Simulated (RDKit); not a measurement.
Input for RDKit: MMFF94 on C3H7Cl (a complex).

```python
from rdkit import Chem
from rdkit.Chem import AllChem, rdDetermineBonds

blocks = [
'''6

C     0.54158541   -0.47513715    0.21440206
C    -0.39644416    0.46075376    0.22515610
H     0.53829570   -1.28306080    0.93615322
H     1.34178418   -0.47278051   -0.51613677
H    -0.40370765    1.26947999   -0.49598543
H    -1.19576630    0.44792732    0.95627562
''',
'''5

C     0.49287274    0.36851657    3.91508843
Cl   -0.76649666   -0.89924507    3.73131800
H     0.06097768    1.19747109    4.46765888
H     1.32826172   -0.06031537    4.46030667
H     0.79855871    0.68266889    2.92201754
''',
]
mol = None
for b in blocks:
    f = Chem.MolFromXYZBlock(b)
    rdDetermineBonds.DetermineBonds(f, charge=0)
    mol = f if mol is None else Chem.CombineMols(mol, f)
Chem.SanitizeMol(mol)
print(Chem.MolToSmiles(Chem.RemoveHs(mol)))
ff = AllChem.MMFFGetMoleculeForceField(mol, AllChem.MMFFGetMoleculeProperties(mol), nonBondedThresh=100.0, ignoreInterfragInteractions=False)
e = ff.CalcEnergy()
print(f'MMFF94 energy {e:.6f} kcal/mol')
```

Output:

```
C=C.CCl
MMFF94 energy 8.305007 kcal/mol
```

The run finished.

Cost: very roughly 0.020 core-seconds.
